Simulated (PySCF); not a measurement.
Si(H)(F)(Cl)(OMe) (CH4ClFOSi), SMILES CO[SiH](F)Cl. Atoms are numbered in the order given.

```xyz
9

Si     0.0754     0.1513     0.4500
F     -0.0078     1.7388     0.1421
Cl     1.8596    -0.5637    -0.2523
O     -1.1141    -0.6265    -0.3625
C     -2.5035    -0.3707    -0.2622
H     -0.0143    -0.0139     1.9134
H     -2.7472     0.6554    -0.5867
H     -2.8703    -0.5101     0.7709
H     -3.0326    -1.0801    -0.9150
```
Charge 0, spin multiplicity 1.

Geometry: B3LYP-D3(BJ)/def2-SVP. This is a generated structure with no PubChem entry under its InChIKey; it may be hypothetical. Other conformers were not sampled.

Level of theory: KT2/pcSseg-1 run with PySCF.

GIAO shieldings, no solvent; atoms alike by connectivity are averaged. δ = σ(ref) − σ: ²⁹Si against TMS (σ = 361.9 ppm); ¹⁹F against CFCl3 (σ = 127.1 ppm); ³⁵Cl against HCl (σ = 945.4 ppm); ¹⁷O against H2O (σ = 330.4 ppm); ¹³C against TMS (σ = 185.1 ppm); ¹H against TMS (σ = 31.47 ppm), references at their B3LYP-D3(BJ)/def2-TZVP geometries, non-relativistic (without spin–orbit terms, shifts of atoms bonded to Cl or Br come out too high).

```
atoms       nucleus  count  δ (ppm)
----------  -------  -----  -------
Si1            ²⁹Si      1    -23.3
F2              ¹⁹F      1   -156.8
Cl3            ³⁵Cl      1        ?
O4              ¹⁷O      1     64.8
C5              ¹³C      1     56.3
H6               ¹H      1        ?
H7, H8, H9       ¹H      3        ?
```

**Question.** Complete the blanks. (Estimate from the structure and the level; the computed values follow.)

**Answer.** 
- H7, H8, H9, δ (ppm): 4.21
- Cl3, δ (ppm): 89.0
- H6, δ (ppm): 5.58
